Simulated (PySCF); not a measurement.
# CrF₅⁺: breathing scan

These are results of PBE0 in PySCF with Cr def2-SVP, F def2-SVP; no relativity; density-fitted integrals, not measurements.

Rigid scan from the singlet minimum (Cr–F 1.630 Å (×3), Cr–F 1.667 Å (×2); F–Cr–F 90.0° (×6), F–Cr–F 120.0° (×3), F–Cr–F 180.0°). Coordinate: all bonds to the central atom scaled together. Energies in kJ/mol from the minimum.

```tsv
scale of all bonds to the centre	E (kJ/mol)
0.88	655.2
0.92	249.9
0.96	53.7
1.00	0.0
1.04	40.2
1.08	139.8
1.14	350.7
1.22	676.6
1.35	1197.7
```

At long bonds a restricted determinant can lie too high, and another spin state can fall below this curve.
